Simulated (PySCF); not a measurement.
Si(H)(Br)(Me)2 (C2H7BrSi), SMILES C[SiH](C)Br.

Coordinates come from a PBE0-D3(BJ)/def2-SVP optimisation.

These are TDA-PBE/def2-SVPD (PySCF) values and carry that method's errors.

Vertical excitations. Gas-phase values at a fixed geometry. State labels are in the subgroup Cs.

Computed UV-visible absorptions:
```json
[
 {"state": "S1", "symmetry": "A\"", "energy (eV)": "6.42", "λ (nm)": "193", "f": "0.006", "main pairs": "HOMO−1→LUMO 97 %"},
 {"state": "S2", "symmetry": "A'", "energy (eV)": "6.43", "λ (nm)": "193", "f": "0.017", "main pairs": "HOMO→LUMO 99 %"},
 {"state": "S3", "symmetry": "A\"", "energy (eV)": "6.70", "λ (nm)": "185", "f": "0.064", "main pairs": "HOMO−1→LUMO+1 98 %"},
 {"state": "S4", "symmetry": "A'", "energy (eV)": "6.70", "λ (nm)": "185", "f": "0.033", "main pairs": "HOMO→LUMO+1 98 %"},
 {"state": "S5", "symmetry": "A\"", "energy (eV)": "7.14", "λ (nm)": "174", "f": "0.017", "main pairs": "HOMO→LUMO+2 99 %"},
 {"state": "S6", "symmetry": "A'", "energy (eV)": "7.23", "λ (nm)": "172", "f": "0.018", "main pairs": "HOMO−1→LUMO+2 93 %"},
 {"state": "S7", "symmetry": "A\"", "energy (eV)": "7.44", "λ (nm)": "167", "f": "0.000", "main pairs": "HOMO−1→LUMO+3 99 %"},
 {"state": "S8", "symmetry": "A'", "energy (eV)": "7.49", "λ (nm)": "166", "f": "0.022", "main pairs": "HOMO→LUMO+3 96 %"},
 {"state": "S9", "symmetry": "A\"", "energy (eV)": "7.73", "λ (nm)": "160", "f": "0.004", "main pairs": "HOMO−2→LUMO 98 %"},
 {"state": "S10", "symmetry": "A'", "energy (eV)": "7.89", "λ (nm)": "157", "f": "0.003", "main pairs": "HOMO−3→LUMO 97 %"},
 {"state": "T1", "symmetry": "A'", "energy (eV)": "6.05", "λ (nm)": "205", "f": "0", "main pairs": "HOMO→LUMO 99 %"},
 {"state": "T2", "symmetry": "A\"", "energy (eV)": "6.07", "λ (nm)": "204", "f": "0", "main pairs": "HOMO−1→LUMO 99 %"},
 {"state": "T3", "symmetry": "A'", "energy (eV)": "6.58", "λ (nm)": "188", "f": "0", "main pairs": "HOMO→LUMO+1 99 %"},
 {"state": "T4", "symmetry": "A\"", "energy (eV)": "6.59", "λ (nm)": "188", "f": "0", "main pairs": "HOMO−1→LUMO+1 99 %"}
]
```
Triplets are in the Tamm–Dancoff approximation.
